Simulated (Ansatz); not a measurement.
```yaml
crystal:
  periodic: [false, false, false]
  atoms:
    - {symbol: S, position_ang: [0.981818, 3.214448, 0.263862]}
    - {symbol: Al, position_ang: [0.360421, 1.132193, 0.179466]}
    - {symbol: C, position_ang: [0.762616, -0.613155, 0.988084]}
    - {symbol: N, position_ang: [0.105575, -1.467363, -0.027285]}
    - {symbol: C, position_ang: [-1.050669, -0.822689, -0.618151]}
    - {symbol: O, position_ang: [-0.853530, 0.560513, -0.887347]}
    - {symbol: H, position_ang: [0.092624, 3.558136, -0.686178]}
    - {symbol: H, position_ang: [0.295604, -0.772519, 1.966177]}
    - {symbol: H, position_ang: [1.808795, -0.899520, 1.094856]}
    - {symbol: H, position_ang: [0.770647, -1.680929, -0.760432]}
    - {symbol: H, position_ang: [-1.297048, -1.340158, -1.548885]}
    - {symbol: H, position_ang: [-1.899753, -0.924158, 0.069730]}
basis:
  gaussian: {orbitals: def2-SVPD}
magnetization: {spin_polarized: true, initial_magnetization: 1}
hamiltonian: {xc: {name: wPBEh}}
output: {forces: true}
```

```sh
$ ansatz run in.yaml --threads 4 --pin off --events-out ev --progress --plain --max-ram 10444MiB
```

Output, abridged:

```
Error: a molecule whose nuclei and cores have a total charge of 62 cannot have a net charge of 0 together with 1 unpaired electrons
```

In this input the number of unpaired electrons doesn't fit the electron count. The program refused the input.
